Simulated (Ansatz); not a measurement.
The pair A = H2S (SMILES S) (first 3 atoms), B = C3H6 (SMILES C=CC); geometry from B3LYP-D3(BJ)/def2-TZVP.
(charge 0, multiplicity 1):
```xyz
12

S      0.12225     0.46332     0.72927
H      0.65053     0.15305     1.92706
H      1.24510     0.13301     0.07201
C      1.16595     0.18775     4.52913
C      0.06787    -0.55154     4.41982
C     -1.30512    -0.02056     4.15990
H      1.13261     1.26805     4.44008
H      2.13406    -0.25820     4.71755
H      0.15175    -1.63081     4.51711
H     -1.98916    -0.29578     4.96750
H     -1.30342     1.06617     4.06655
H     -1.71909    -0.44487     3.24050
```

Frozen-core correlation.

Codes used: Ansatz (a program for electronic structure) with Gaussian orbitals. Each number belongs to the level named beside it.

Total energies (hartree), monomers frozen at their geometry in the pair:

```csv
structure,PBE/def2-TZVPPD,B3LYP/def2-TZVPPD,CCSD(T)/aug-cc-pV(D+d)Z
AB,-517.0104829,-517.3888474,-516.4698976
A in the pair's basis,-399.2293361,-399.4280632,-398.8889588
B in the pair's basis,-117.7789741,-117.9603871,-117.5782511
A,-399.2292610,-399.4279952,-398.8879123
B,-117.7788890,-117.9603096,-117.5769953
```

### Question
Work out the interaction energy without and with the counterpoise correction, and the superposition error, for each level.

### Answer

E(AB) − E(A) − E(B), times 627.509 kcal/mol, with the monomers in their own basis and then in the pair's basis:
- PBE/def2-TZVPPD: -1.46 uncorrected, -1.36 corrected; the monomers gain 0.10 kcal/mol from borrowed functions
- B3LYP/def2-TZVPPD: -0.34 uncorrected, -0.25 corrected; the monomers gain 0.09 kcal/mol from borrowed functions
- CCSD(T)/aug-cc-pV(D+d)Z: -3.13 uncorrected, -1.69 corrected; the monomers gain 1.44 kcal/mol from borrowed functions
